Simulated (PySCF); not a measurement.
Bonds broken one at a time in the series In F-H. Isolated molecules, 0 K electronic values unless said otherwise. Strings in code marks are SMILES.

Calculation: PBE-D3(BJ)/def2-TZVP // B3LYP-D3(BJ)/def2-TZVP in PySCF. 

| species | dipole moment (D) |
|---|---|
| whole molecule (`[F][In]([F])[F]`) | 0.00 |
| radical fragment (`[In]([F])[F]`) | 2.94 |
| whole molecule (`[F][InH2]`) | 2.95 |
| whole molecule (`[InH3]`) | 0.00 |
